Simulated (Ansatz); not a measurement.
Relaxation of BClFH6NOSi (12 atoms, charge 0, multiplicity 1), to a largest force component of 0.03 eV/Å in at most 50 steps.

The calculation used RKS PBE0-D4/def2-SVP (Ansatz).

```xyz
12
Properties=species:S:1:pos:R:3
B 0.178 -0.382 -0.281
F 0.025 -0.764 0.986
N 1.448 -0.182 -0.809
H 2.277 -0.210 -0.225
H 1.599 0.099 -1.766
Cl -1.260 -0.354 -1.322
O -0.391 1.871 0.916
Si -1.749 2.804 0.618
H -2.956 1.976 0.318
H -2.067 3.672 1.797
H -1.409 3.665 -0.548
H -0.463 1.197 1.625
```

Task: Where does it end, and by what steps?

Result: It converged. The force dipped under the threshold on the way, but the program's further checks kept it going. After 13 steps the energy has fallen by 0.024 eV; H9 moved furthest, 0.22 Å.

```csv
step,energy less start (eV),largest force component (eV/Å),accepted
0,0.0000,0.665,yes
1,-0.0155,0.223,yes
2,-0.0180,0.131,yes
3,-0.0199,0.050,yes
4,-0.0208,0.034,yes
5,-0.0218,0.051,yes
6,-0.0221,0.037,yes
7,-0.0227,0.022,yes
8,-0.0229,0.024,yes
9,-0.0231,0.033,yes
10,-0.0233,0.032,yes
11,-0.0231,0.060,no
12,-0.0236,0.027,yes
13,-0.0237,0.029,yes
```

```xyz
12
Properties=species:S:1:pos:R:3
B 0.187 -0.403 -0.354
F -0.029 -0.799 0.907
N 1.478 -0.209 -0.823
H 2.280 -0.263 -0.210
H 1.673 0.113 -1.760
Cl -1.218 -0.246 -1.423
O -0.390 1.940 1.059
Si -1.761 2.807 0.659
H -2.958 1.923 0.528
H -2.060 3.845 1.696
H -1.472 3.489 -0.633
H -0.501 1.197 1.662
```

Whether the end is a true minimum wasn't checked by a vibrational analysis.

Time of the run: 30 s on 4 threads of Arm Neoverse V2, with other jobs on the host, peak memory 0.31 GiB.
